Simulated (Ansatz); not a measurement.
Consider the cleavage of the Zn–In bond: `[OH][InH][ZnH]` + HBr → `[ZnH][Br]` + `[OH][InH2]`.

Program: Ansatz. Geometries: PBE0-D4/def2-TZVP. ΔE: electronic, gas phase. CCSD(T)/CBS is the MP2 limit (def2-TZVPP, def2-QZVPP) plus CCSD(T) − MP2 in def2-TZVPP, frozen cores. Functionals use def2-TZVPP. Elements past krypton have def2 core potentials. For Br, In, Zn outer-core shells are correlated without core-valence functions, which leaves a few kJ/mol of doubt a bond. Scalar relativity is left out up to krypton. One conformer a species, not always the lowest.

```
         level  ΔE (kcal/mol)
      PBE-QIDH          -22.2
          PBE0          -20.6
 HF/def2-QZVPP          -26.4
MP2/def2-QZVPP          -21.4
```

Question: What does CCSD(T)/CBS give? (An estimate is asked.)

Answer: The calculation gave: -21.2 kcal/mol. The listed levels differ from it by -1.0, 0.6, -5.2, -0.2 kcal/mol.

Largest T1 diagnostic among the species: 0.017.

Leaving LDA and LC-ωPBE aside and taking each functional with its dispersion term where it has one, the values, not all of them listed here, spread over 4.6 kcal/mol, from r2SCAN0-D4 to BLYP-D4. LDA lies −0.8 kcal/mol from PBE without D4. From BLYP to BHLYP (50 % exact exchange), in def2-TZVPP and without D4, ΔE moves by −4.2 kcal/mol. At CCSD(T), def2-SVP lies +1.6 kcal/mol from the extrapolated value and def2-TZVPP +0.2 kcal/mol.
